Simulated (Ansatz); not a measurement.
The same path of H2O2SSe (6 atoms, charge 0, multiplicity 1) was run twice with different band settings. The coordinate that changes most is the dihedral H5–O1–Se2–O3.

Computed with Ansatz 0.2.0, RKS PBE0-D4/def2-SVP.

Relaxed end points:

```xyz
6
Properties=species:S:1:pos:R:3
O -0.319 1.889 -0.289
Se 0.984 0.750 -0.708
O 0.913 -0.377 0.716
S -0.427 -1.385 0.858
H -1.146 1.508 -0.617
H -0.004 -2.384 0.041
```

```xyz
6
Properties=species:S:1:pos:R:3
O -0.708 1.624 -0.762
Se 0.786 0.653 -0.784
O 0.558 -0.349 0.710
S -0.492 -1.672 0.659
H -0.573 2.352 -0.140
H 0.429 -2.608 0.317
```

Common settings: spring 5.0 eV/Å²; optimiser quadratic models (default); start path through a guess of the saddle point; force threshold 0.03 eV/Å; end points relaxed.

| run | movable images | climbing image | iteration limit |
| --- | --- | --- | --- |
| 1 | 7 | yes | 33 |
| 2 | 6 | no | 43 |

What does each run give, and how far can it be trusted?

Run 1: converged after 7 iterations, highest image 0.344 eV above the first end. A vibrational analysis at the climbing image gives one clearly imaginary mode, 553i cm⁻¹: a first-order saddle point.
Run 2: converged after 7 iterations, highest image 0.310 eV above the first end. No image climbed, so the highest image needn't sit at the top of the path.
